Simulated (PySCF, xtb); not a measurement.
CH₃Te, SMILES C[Te], multiplicity 2.

Harmonic wavenumbers (cm⁻¹) from GFN2-xTB in xtb 6.7.1 at its own minimum, in rising order: 550, 846, 846, 1299, 1468, 1468, 3068, 3077, 3077.

### Question
What does B3LYP-D3(BJ)/def2-TZVP (PySCF) give at its own minimum? (The exact figures need the calculation; the answer reports its results.)

### Answer
458, 517, 777, 1254, 1364, 1464, 3056, 3141, 3142. Paired by order, the mean absolute difference is 87 cm⁻¹ and the zero-point energies are 22.4 and 21.7 kcal/mol.
